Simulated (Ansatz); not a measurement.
A run for Ansatz (a first-principles code): SC-NEVPT2 on SA-CASSCF(2,2)/cc-pVTZ on F2Ge (SMILES [F][Ge][F]), 2S+1 = 3, a spin state set in the input, which need not be the lowest.

Ansatz 0.2 input:
```yaml
crystal:
  periodic: [false, false, false]
  atoms:
    - {symbol: F, position_ang: [-1.32051756, -0.74374510, 0.00000000]}
    - {symbol: Ge, position_ang: [-0.00038318, 0.41767482, 0.00000000]}
    - {symbol: F, position_ang: [1.32188000, -0.74132091, 0.00000000]}
basis:
  gaussian:
    orbitals: cc-pVTZ
magnetization: {spin_polarized: false, initial_magnetization: 2}
correlation: {method: sc_nevpt2, electrons: outside_noble_gas, active_space: {window: {electrons: 2, orbitals: 2}, states: [{multiplicity: 1, weights: [1]}, {multiplicity: 3, weights: [1]}]}}
output: {orbitals: {seedname: ./end}}
```

The log:

```
WARN ansatz: RAYON_NUM_THREADS=2 ignored (pool sized by the plan → 2); use --threads N
Functional definition: HF
integrals: 0.07 GiB planned
1252 factors; integrals over basis functions are off by at most 1.5e-7 eV
mean field: 0.59 GiB planned
mean field evaluation 1: about -61884.5713 eV, gradient 3.6e1 eV
mean field evaluation 2: about -61884.6618 eV, gradient 3.6e1 eV
mean field evaluation 4: about -61887.6587 eV, gradient 2.5e0 eV
mean field evaluation 8: about -61887.7378 eV, gradient 1.7e-1 eV
mean field evaluation 16: about -61887.7381 eV, gradient 1.8e-6 eV
mean field -61887.73806986 eV, -2274.3324250517 hartree, gradient 1.8e-6 eV, S^2 2.000000; 0 other end points of the search recorded, 0 dependent functions left out
reference -61887.73806986 eV, -2274.3324250517 hartree; 26, 24 occupied and 77, 79 virtual orbitals, 1252 factors
configuration interaction: 0.20 GiB planned
configuration interaction: 0.00 GiB planned
state -61890.97728741 eV, -2274.4514641011 hartree
state -61890.97728741 eV, -2274.4514641011 hartree; corrected -61907.00189161 eV, -2275.0403574436 hartree
configuration interaction: 0.00 GiB planned
configuration interaction: 0.00 GiB planned
state -61887.67591092 eV, -2274.3301407531 hartree
state -61887.67591092 eV, -2274.3301407531 hartree; corrected -61903.46437739 eV, -2274.9103561940 hartree
Total energy: -61905.23313450 eV, -2274.9753568188 hartree
```

The run converged. The last total energy is the mean of the averaged states.

Cost: very roughly 5 core-seconds.
